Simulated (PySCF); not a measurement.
Sn (SMILES [Sn]), triplet (core potentials on Sn). Base run: B3LYP/def2-SV(P) (PySCF).

Here is a job for PySCF.
```python
from pyscf import gto, scf, dft

mol = gto.Mole()
mol.atom = '''
    Sn    0.00000000    0.00000000    0.00000000
'''
mol.basis = 'def2-sv(p)'
mol.ecp = {'Sn': 'def2-sv(p)'}
mol.spin = 2
mol.verbose = 4
mol.build()

mf = dft.UKS(mol)
mf.xc = 'b3lyp'
mf.kernel()
```

Variants of this job, named by their change:

| change | basis functions | E (Eh) | HOMO (eV) |
|---|---|---|---|
| base | 26 | -214.32235 | -4.67 |
| basis = x2c-SVPall; relativity = spin-free X2C (without mol.ecp = {'Sn': 'def2-sv(p)'}) | 36 | -6175.99098 | -4.64 |
| basis = x2c-TZVPall; relativity = spin-free X2C (without mol.ecp = {'Sn': 'def2-sv(p)'}) | 60 | -6176.67309 | -4.67 |
| basis = Sapporo-DKH3-DZP-2012; relativity = spin-free X2C (without mol.ecp = {'Sn': 'def2-sv(p)'}) | 52 | -6176.32434 | -4.73 |
| basis = Sapporo-DKH3-DZP-2012; relativity = spin-free X2C; nucleus = Gaussian (with mol.nucmod = 'G'; without mol.ecp = {'Sn': 'def2-sv(p)'}) | 52 | -6176.17547 | -4.74 |
| basis = x2c-TZVPall; relativity = none (without mol.ecp = {'Sn': 'def2-sv(p)'}) | 60 | -5907.65830 | -4.81 |
| basis = x2c-TZVPall; relativity = spin-free X2C; nucleus = Gaussian (with mol.nucmod = 'G'; without mol.ecp = {'Sn': 'def2-sv(p)'}) | 60 | -6176.53134 | -4.67 |
| basis = Sapporo-DKH3-DZP-2012; relativity = none (without mol.ecp = {'Sn': 'def2-sv(p)'}) | 52 | -5860.79020 | -5.27 |
| basis = x2c-SVPall; relativity = spin-free X2C; nucleus = Gaussian (with mol.nucmod = 'G'; without mol.ecp = {'Sn': 'def2-sv(p)'}) | 36 | -6175.86527 | -4.64 |
| basis = x2c-SVPall; relativity = none (without mol.ecp = {'Sn': 'def2-sv(p)'}) | 36 | -5891.57338 | -5.39 |

Absolute energies of different levels of theory aren't comparable as measures of quality.

Open shells are given as the SCF converged; they aren't shown to be the lowest states, and a large step between rows can be another state.

Basis sets contracted for a relativistic Hamiltonian are a mismatch without it, so the rows without relativity aren't non-relativistic limits. No row has spin-orbit coupling; sets with core potentials leave out the core electrons.
